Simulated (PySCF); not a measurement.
InS at CAM-B3LYP

Level: CAM-B3LYP. basis In def2-SVP with ECP28, S def2-SVP; scalar-relativistic core potentials; PySCF 2.14.

- state: ²Σ⁺ (doublet), unpaired electrons σ ↑
- bond length: 2.306 Å
- harmonic wavenumber: 357 cm⁻¹
- force constant: 1.88 mdyn/Å
- rotational constant Be: 0.1267 cm⁻¹
- anharmonicity ωexe: 1.53 cm⁻¹
- vibration–rotation constant αe: 0.000740 cm⁻¹
- well depth De to In + S: 67.3 kcal/mol
- dissociation energy D0: 66.7 kcal/mol
- bond order (Mayer): 1.74
- dipole moment (positive dipole means In(−)S(+)): -3.78 D

These are scalar-relativistic numbers at best; spin–orbit coupling would shift them, the dissociation energy most. The state was picked by a PBE0 search and need not be the measured ground state.
